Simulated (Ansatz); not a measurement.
```yaml
crystal:
  periodic: [false, false, false]
  atoms:
    - {symbol: O, position_ang: [-1.649524, 0.746424, 1.364069]}
    - {symbol: Sn, position_ang: [-0.039215, -0.075284, -0.217883]}
    - {symbol: O, position_ang: [2.172206, -0.140233, 0.718214]}
    - {symbol: F, position_ang: [-0.554473, -2.263573, -0.979452]}
    - {symbol: F, position_ang: [-0.165718, 1.305112, -2.144697]}
    - {symbol: H, position_ang: [-2.480181, 1.446673, 0.847717]}
    - {symbol: H, position_ang: [2.793406, -1.104119, 0.354907]}
basis:
  gaussian: {orbitals: def2-SVPD, fitting: {mean_field: cc-pVTZ-jkfit}}
hamiltonian: {xc: {name: PBEsol}}
scf: {lower_state_search: full}
```

```sh
$ ansatz run in.yaml --threads 4 --pin off --events-out ev --progress --plain --max-ram 10444MiB
```

Problem. How does Ansatz answer? (Estimate.)

Solution. The calculation gave: The program refused the input.
```
Functional definition: PBEsol
Error: <dir> the basis set cc-pVTZ-JKFIT has no functions for Sn
```
